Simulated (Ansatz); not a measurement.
Species: AlI (charge 0, singlet). 
Coordinates optimised at B3LYP-D3(BJ)/def2-TZVP (Ansatz, an electronic-structure program):
```xyz
2

Al     0.0000     0.0000    -2.0675
I      0.0000     0.0000     0.5071
```
Charge 0, spin multiplicity 1.

Parts of the frozen-core correlation energy in def2-SVP (Ansatz, hartree). Frozen orbitals: 14; correlated occupied orbitals by spin: 5 and 5; virtual: 25 and 25. Spin-orbit coupling is left out. Past Kr the def2 sets carry scalar-relativistic core potentials.

| term | value |
|---|---|
| reference (HF) | -538.54463 |
| MP2 opposite-spin | [?] |
| MP2 same-spin | [?] |
| CCSD correlation | [?] |
| (T) | -0.00414 |
| CCSDT minus CCSD(T) | -0.00057 |
| CCSDT(Q) minus CCSD(T) | -0.00097 |
| T1 diagnostic | 0.015 |
| largest doubles amplitude | 0.089 |

### Question
Some entries are withheld; supply them.

### Answer

- MP2 opposite-spin, value: -0.10506
- MP2 same-spin, value: -0.03320
- CCSD correlation, value: -0.15953
